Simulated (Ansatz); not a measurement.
The same path of ClH + GaH4N (8 atoms, charge 0, multiplicity 1) was run 3 times with different band settings. Lost on the way: Cl7–H8. Made: Ga1–Cl7, N2–H8.

Level of theory: RHF/def2-SVP (Ansatz 0.2.0).

Relaxed end points:

```xyz
8
Properties=species:S:1:pos:R:3
Ga 0.034 -0.324 0.122
N -0.002 -0.050 1.945
H -0.801 -0.302 2.498
H 0.830 -0.110 2.502
H 1.433 -0.254 -0.577
H -1.339 -0.581 -0.584
Cl -0.393 3.246 1.393
H -0.251 2.048 1.845
```

```xyz
8
Properties=species:S:1:pos:R:3
Ga -0.059 0.486 0.020
N -0.037 0.197 2.166
H -0.772 -0.410 2.493
H 0.841 -0.162 2.505
H 1.393 0.027 -0.379
H -1.377 -0.271 -0.390
Cl -0.298 2.697 0.157
H -0.179 1.109 2.573
```

Common settings: movable images 5; climbing image yes; spring 5.0 eV/Å²; optimiser quadratic models (default); iteration limit 60; end points relaxed.

| run | start path | force threshold |
| --- | --- | --- |
| 1 | through a guess of the saddle point | 0.05 eV/Å |
| 2 | through a guess of the saddle point | 0.2 eV/Å |
| 3 | straight line | 0.05 eV/Å |

(1) What does each run give, and how far can it be trusted?

Answers

(1) Run 1: converged after 9 iterations, highest image 0.127 eV above the first end. A vibrational analysis at the climbing image gives one clearly imaginary mode, 609i cm⁻¹: a first-order saddle point.
Run 2: converged after 5 iterations, highest image 0.131 eV above the first end. The threshold of 0.2 eV/Å is loose, so the images may lie well off the minimum-energy path. The order of the stationary point at the top wasn't checked.
Run 3: converged after 10 iterations, highest image 0.127 eV above the first end. Another band between the same ends (5 images) ends at a top of the same energy, where a vibrational analysis finds 1 clearly imaginary mode.
The orbitals stay closed-shell, which can raise the energy where a bond breaks towards radicals; this wasn't checked here.
